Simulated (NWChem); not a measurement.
# THF (C₄H₈O); SMILES C1CCOC1

```xyz
13

C     -0.7249     0.9911    -0.2247
C      0.7329     0.9852     0.2240
C      1.1517    -0.4368    -0.1340
O     -0.0053    -1.2356    -0.0008
C     -1.1550    -0.4269     0.1351
H     -1.3353     1.7617     0.2681
H     -0.7911     1.1530    -1.3129
H      1.3500     1.7502    -0.2692
H      0.8001     1.1478     1.3121
H      1.9456    -0.8305     0.5226
H      1.5289    -0.4865    -1.1747
H     -1.5299    -0.4726     1.1769
H     -1.9539    -0.8144    -0.5191
```
Atoms are numbered in this order, from 1.

All runs: NWChem. Pople sets run with spherical d functions. Geometry: optimised at PBE0/def2-SVP. Level TPSS/6-31G*: single points from the atomic guess with DIIS by default; each run changes one setting, and all converged runs end within 0.3 mHa of each other.

Question: Which setting needs the most SCF iterations, or fails (DIIS on 3 Fock matrices; no DIIS, 40 % damping; no level shifting; defaults; core-Hamiltonian guess; DIIS on 20 Fock matrices)?

Answer: no DIIS, 40 % damping, with 29 against 7 for the defaults.
| setting | SCF iterations |
|---|---|
| defaults | 7 |
| no level shifting | 7 |
| no DIIS, 40 % damping | 29 |
| DIIS on 3 Fock matrices | 8 |
| core-Hamiltonian guess | 14 |
| DIIS on 20 Fock matrices | 7 |
